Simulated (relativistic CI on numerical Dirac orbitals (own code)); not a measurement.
## Pt XVII: computed level list

Method of calculation: Dirac-Coulomb-Breit CI, separate exchange-only KLI orbitals for each configuration, model QED, unscaled Slater integrals (own radial code, finite nucleus).

CI space (outside the closed core [Kr] 4d10): 4f¹⁴5s², 4f¹⁴5s5p, 4f¹³5s²5p, 4f¹⁴5s5d, 4f¹⁴5s5f, 4f¹³5s²5d, 4f¹⁴5p5d, 4f¹⁴5s5g, 4f¹⁴5p², 4f¹³5p³, 4f¹³5p²5d, 4f¹⁴5d², 4f¹³5p5d², 4f¹³5d³. Double excitations out of closed p, d and f shells are left out; levels of such configurations are missing from the list, as are those of other unlisted configurations, and high levels can miss mixing partners.

```csv
No.,Configuration,Term,J,E (cm⁻¹),%,Landé g,Lifetime (s)
1,4f¹⁴5s²,¹S,0,0,99,,
2,4f¹⁴5s5p,³P°,0,278017,100,,
3,4f¹³5s²5p,³D,3,281908,62,1.223,
4,4f¹³5s²5p,³G,4,285678,45,1.073,9.06e+00
5,4f¹⁴5s5p,³P°,1,300662,84,1.418,2.73e-10
6,4f¹³5s²5p,³G,3,309798,78,0.811,4.19e-03
7,4f¹³5s²5p,³F,2,317771,39,0.913,1.06e-04
8,4f¹⁴5s5p,³P°,2,448662,100,1.500,5.51e-07
9,4f¹³5s²5p,³G,5,450396,99,1.198,2.21e-05
10,4f¹³5s²5p,³D,2,453829,53,1.085,6.05e-06
11,4f¹³5s²5p,¹F,3,461066,44,1.126,2.01e-05
12,4f¹³5s²5p,³F,4,468217,70,1.176,1.93e-05
13,4f¹³5s²5p,³D,1,470231,99,0.495,4.19e-07
14,4f¹³5s²5p,³G,4,482067,53,1.044,2.07e-05
15,4f¹³5s²5p,³F,2,490187,60,0.825,8.07e-07
16,4f¹³5s²5p,³F,3,494308,49,0.997,1.94e-05
17,4f¹⁴5s5p,¹P°,1,515316,83,1.080,9.42e-12
18,4f¹⁴5p²,³P,0,650764,75,,2.28e-11
19,4f¹⁴5p²,³P,1,796686,100,1.500,1.10e-11
20,4f¹⁴5p²,¹D,2,800370,61,1.164,2.15e-11
21,4f¹⁴5p²,³P,2,953876,60,1.304,9.70e-12
22,4f¹³5s²5d,³P°,2,972541,78,1.417,4.78e-12
23,4f¹⁴5s5d,³D,1,977054,100,0.498,4.75e-12
24,4f¹³5s²5d,³H°,5,981839,54,1.028,4.67e-12
25,4f¹⁴5s5d,³D,2,987871,94,1.170,5.39e-12
26,4f¹³5s²5d,³D°,3,989322,45,1.174,4.57e-12
27,4f¹³5s²5d,³G°,4,992959,40,1.057,4.58e-12
28,4f¹³5s²5d,³P°,1,1002232,76,1.264,5.81e-12
29,4f¹⁴5s5d,³D,3,1006514,100,1.333,7.62e-12
30,4f¹³5s²5d,³H°,4,1007894,79,0.866,4.71e-12
31,4f¹³5s²5d,³H°,6,1008434,99,1.165,7.36e-12
32,4f¹³5s²5d,³D°,2,1011694,33,1.038,6.54e-12
33,4f¹⁴5p²,¹S,0,1012261,74,,7.73e-12
34,4f¹³5s²5d,¹D°,2,1014872,68,0.902,5.06e-12
35,4f¹³5s²5d,³D°,3,1020328,43,1.067,6.08e-12
36,4f¹³5s²5d,³F°,4,1021945,53,1.135,7.15e-12
37,4f¹³5s²5d,³G°,5,1023813,76,1.153,7.23e-12
38,4f¹³5s²5d,³P°,0,1024035,99,,7.53e-12
39,4f¹³5s²5d,¹F°,3,1024860,60,0.926,5.14e-12
40,4f¹³5s²5d,³D°,1,1032913,58,0.791,3.95e-12
41,4f¹³5s²5d,³H°,5,1039723,44,1.047,7.35e-12
42,4f¹³5s²5d,³D°,2,1043494,47,0.967,7.26e-12
43,4f¹³5s²5d,¹P°,1,1043871,75,0.934,2.45e-12
44,4f¹³5s²5d,³F°,3,1049566,43,0.991,7.29e-12
45,4f¹³5s²5d,³G°,4,1051590,54,1.034,7.20e-12
```

Energies count from the lowest computed level; ° marks odd parity; lifetimes are radiative, by E1, M1, E2, M2, E3 decay to levels of this space only; some are left blank where a channel outside the calculation adds to the decay or the decay crosses a small, uncertain gap.

The mean weight of the leading LS term, summed over parents, in these 45 levels is 69 %, and that of the leading jj configuration (from the same eigenvectors) 91 %, so jj coupling describes them better and the LS labels are nominal.

At this charge transitions that keep the count of f electrons are usually good to a few per cent. Levels that differ in their count of f electrons can be misplaced by several ten thousand cm⁻¹, since the correlation energy of f electrons is missing or only estimated; rates across such gaps can be off by orders of magnitude.

LS names give the leading component of a level, which can be under half, so a name can repeat, a term be missing and a line seem to break the LS rules.
